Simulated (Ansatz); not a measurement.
Consider the formal exchange of groups at a C–C bond: `C=[C]([AlH2])C(C)=N` + BH₃ → `BC(C)=N` + `C=[CH][AlH2]`.

Computed with Ansatz on PBE0-D4/def2-TZVP structures; ΔE is electronic, products minus reactants. CCSD(T)/CBS is the MP2 limit (def2-TZVPP, def2-QZVPP) plus CCSD(T) − MP2 in def2-TZVPP, frozen cores. This one scheme is used for every species. Functionals use def2-TZVPP. Each species was taken in one conformer, which may not be the lowest.

```tsv
level	ΔE (eV)
r2SCAN-D4	-0.22
CCSD/CBS(def2)	-0.17
```

Q: What does CCSD(T)/CBS give? (An estimate is asked.)

A: The calculation gave: -0.16 eV. The listed levels differ from it by -0.06, -0.01 eV.

Largest T1 diagnostic among the species: 0.015.

The D4 term adds +0.11 eV with B3LYP and +0.06 eV with PBE0; it sums over pairs of atoms, weighted by their polarisabilities, and B3LYP, whose exchange is more repulsive, gets the larger term. From PBE to PBE0 (25 % exact exchange), in def2-TZVPP and without D4, ΔE moves by +0.08 eV.

B3LYP here is the variant with VWN-RPA as its local correlation; programs differ in this.
